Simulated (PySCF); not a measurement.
Species: `C(=C/[SiH2][SiH2]SC[SiH3])/C`. The columns A, B, C and D hold Mulliken, IAO, Hirshfeld and ESP-fitted charges (e) of one PBE0/pcSseg-1 density (PySCF), in a shuffled order. Coordinates in Å (GFN2-xTB); the density's dipole moment is (-2.11, 0.68, -1.68) D.

```json
{"atom": "C1", "x": "-2.520", "y": "0.925", "z": "-0.689", "A": "-0.425", "B": "-0.113", "C": "-0.244", "D": "-0.261"}
{"atom": "C2", "x": "-1.915", "y": "-0.340", "z": "-1.192", "A": "-0.097", "B": "-0.019", "C": "-0.184", "D": "-0.012"}
{"atom": "C3", "x": "-1.384", "y": "-1.299", "z": "-0.441", "A": "-0.442", "B": "-0.146", "C": "-0.447", "D": "-0.409"}
{"atom": "Si4", "x": "-1.243", "y": "-1.320", "z": "1.442", "A": "+0.430", "B": "+0.238", "C": "+0.325", "D": "+0.329"}
{"atom": "Si5", "x": "0.240", "y": "0.272", "z": "2.253", "A": "+0.385", "B": "+0.215", "C": "+0.314", "D": "+0.147"}
{"atom": "S6", "x": "2.198", "y": "0.082", "z": "1.371", "A": "-0.181", "B": "-0.100", "C": "-0.281", "D": "-0.254"}
{"atom": "C7", "x": "1.784", "y": "0.469", "z": "-0.368", "A": "-0.618", "B": "-0.166", "C": "-0.674", "D": "-0.429"}
{"atom": "Si8", "x": "3.320", "y": "0.220", "z": "-1.461", "A": "+0.620", "B": "+0.311", "C": "+0.539", "D": "+0.360"}
{"atom": "H9", "x": "-1.991", "y": "1.783", "z": "-1.105", "A": "+0.156", "B": "+0.051", "C": "+0.132", "D": "+0.091"}
{"atom": "H10", "x": "-3.559", "y": "0.995", "z": "-1.012", "A": "+0.159", "B": "+0.053", "C": "+0.138", "D": "+0.112"}
{"atom": "H11", "x": "-2.485", "y": "0.980", "z": "0.396", "A": "+0.141", "B": "+0.040", "C": "+0.133", "D": "+0.093"}
{"atom": "H12", "x": "-1.927", "y": "-0.442", "z": "-2.273", "A": "+0.144", "B": "+0.048", "C": "+0.107", "D": "+0.101"}
{"atom": "H13", "x": "-0.974", "y": "-2.161", "z": "-0.955", "A": "+0.156", "B": "+0.043", "C": "+0.132", "D": "+0.170"}
{"atom": "H14", "x": "-2.564", "y": "-1.093", "z": "2.047", "A": "-0.106", "B": "-0.079", "C": "-0.042", "D": "-0.081"}
{"atom": "H15", "x": "-0.839", "y": "-2.690", "z": "1.793", "A": "-0.091", "B": "-0.071", "C": "-0.040", "D": "-0.079"}
{"atom": "H16", "x": "-0.145", "y": "1.665", "z": "1.987", "A": "-0.111", "B": "-0.077", "C": "-0.046", "D": "-0.049"}
{"atom": "H17", "x": "0.569", "y": "0.176", "z": "3.670", "A": "-0.089", "B": "-0.071", "C": "-0.037", "D": "-0.012"}
{"atom": "H18", "x": "1.426", "y": "1.497", "z": "-0.400", "A": "+0.155", "B": "+0.038", "C": "+0.180", "D": "+0.201"}
{"atom": "H19", "x": "0.970", "y": "-0.187", "z": "-0.673", "A": "+0.158", "B": "+0.028", "C": "+0.224", "D": "+0.200"}
{"atom": "H20", "x": "3.742", "y": "-1.174", "z": "-1.360", "A": "-0.111", "B": "-0.073", "C": "-0.069", "D": "-0.062"}
{"atom": "H21", "x": "4.378", "y": "1.125", "z": "-1.020", "A": "-0.111", "B": "-0.072", "C": "-0.070", "D": "-0.058"}
{"atom": "H22", "x": "2.909", "y": "0.536", "z": "-2.833", "A": "-0.121", "B": "-0.079", "C": "-0.089", "D": "-0.101"}
```

Question: Which column most likely holds the ESP-fitted charges?

Answer: D. Σ q r misses the density's dipole by 0.05 D (D), 1.56 D (B), 1.67 D (A), 2.01 D (C). Charges fitted to the outside potential are the only set here that is tied to the molecule's multipoles.

Question: And the Hirshfeld charges?

Answer: B. The mean sizes are 0.097 e (B), 0.164 e (D), 0.202 e (C), 0.228 e (A), and Hirshfeld charges are commonly the smallest of these schemes.

As computed, A = IAO, B = Hirshfeld, C = Mulliken, D = ESP-fitted. Hydrogens on carbon: IAO +0.14 to +0.16, Hirshfeld +0.03 to +0.05, Mulliken +0.11 to +0.22, ESP-fitted +0.09 to +0.20 e.

The ESP scheme is a least-squares fit of atom-centred charges to the potential on four shells outside the van der Waals surface, with the total charge fixed. The Hirshfeld scheme weights the molecular density at each point by an atom's share of the summed free-atom densities.

Geometry: GFN2-xTB, one conformer, isolated molecule.

Conformer computed: `[CH3:1]/[CH:2]=[CH:3]\[SiH2:4][SiH2:5][S:6][CH2:7][SiH3:8]`: C2–C3–Si4–Si5 -68°, C3–Si4–Si5–S6 -55°, Si4–Si5–S6–C7 64°, Si5–S6–C7–Si8 -175°.
